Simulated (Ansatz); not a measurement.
Molecule: YOF, charge 0, multiplicity 1. SMILES: [O]=[Y][F]
Geometry from a B3LYP-D3(BJ)/def2-TZVP (Ansatz, an electronic-structure program) optimisation:
```xyz
3

Y      0.1361    -0.1179     0.2673
O      1.2660    -0.1525    -1.1654
F     -1.7151     0.6464    -0.1222
```

Property: vertical electron affinity to the doublet, in eV. Set-up: six Cartesian d functions in 6-31G* and its kin unless marked 5d; frozen cores in correlated levels (noble-gas shells and the d and f shells of earlier blocks); def2 sets with scalar-relativistic core potentials past Kr; UHF or UKS for open shells; each state is the SCF solution reached for its charge and spin; LANL2DZ with its own core potentials from Na on; STO-3G and 3-21G all-electron and non-relativistic; spin-orbit terms left out; dispersion terms only where a functional's name holds one. First-principles rows: single points at B3LYP-D3(BJ) geometries (Ansatz).

```tsv
level	program	vertical electron affinity to the doublet (eV)
HF/6-31G* with LANL2DZ past Ar	Ansatz	0.91
PBE/6-31G* with LANL2DZ past Ar	Ansatz	1.00
B3LYP/STO-3G	Ansatz	-2.07
B3LYP/3-21G	Ansatz	0.75
B3LYP/6-31G* with LANL2DZ past Ar	Ansatz	1.12
MP2/6-31G* with LANL2DZ past Ar	Ansatz	0.67
PBE/def2-TZVPD	Ansatz	1.18
wB97M-V/def2-TZVPD	Ansatz	1.06
wB97X-V/def2-TZVPD	Ansatz	1.12
```

No value to compare with is used here. The 6 habitual levels span -2.07 (B3LYP/STO-3G) to 1.12 eV (B3LYP/6-31G* with LANL2DZ past Ar); wB97M-V/def2-TZVPD gives 1.06.

The levels are drawn from those run, B3LYP/6-31G* more often than the rest, none by its result; left out are runs that failed, that the program found above a lower state of the same kind, or whose <S^2> lies over 0.5 above the pure value.
